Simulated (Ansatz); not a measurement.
Gas-phase electronic energies from Ansatz, PBE0-D4/def2-TZVP geometries. CBS: MP2 limit from def2 TZ/QZ plus the TZ coupled-cluster correction, frozen cores. This one scheme is used for every species. DFT in def2-TZVPP. For Br, Zn outer-core shells are correlated without core-valence functions, which leaves a few kJ/mol of doubt a bond. Scalar relativity is left out up to krypton. Each species was taken in one conformer, which may not be the lowest.

Reaction (ligand exchange at a Zn–N bond): `C[N](C)[Zn][Br]` + CH₃SH → `C[S][Zn][Br]` + dimethylamine

```
           level  ΔE (kJ/mol)
          PBE-D4        -80.4
         BLYP-D4        -76.2
         ωB97M-V        -80.7
CCSD(T)/def2-SVP        -70.4
```

Question: What does CCSD(T)/CBS give? (Estimate.)

Answer: Computed: -80.5 kJ/mol. The listed levels differ from it by 0.1, 4.3, -0.2, 10.1 kJ/mol.

Largest T1 diagnostic among the species: 0.013.

Leaving LDA and LC-ωPBE aside and taking each functional with its dispersion term where it has one, the values, not all of them listed here, spread over 9.2 kJ/mol, from BHLYP-D4 to CAM-B3LYP-D4. LDA lies +9.4 kJ/mol from PBE without D4. At CCSD(T), def2-SVP lies +10.2 kJ/mol from the extrapolated value and def2-TZVPP +8.6 kJ/mol. From r2SCAN to r2SCAN0 (25 % exact exchange), in def2-TZVPP and without D4, ΔE moves by −4.1 kJ/mol.
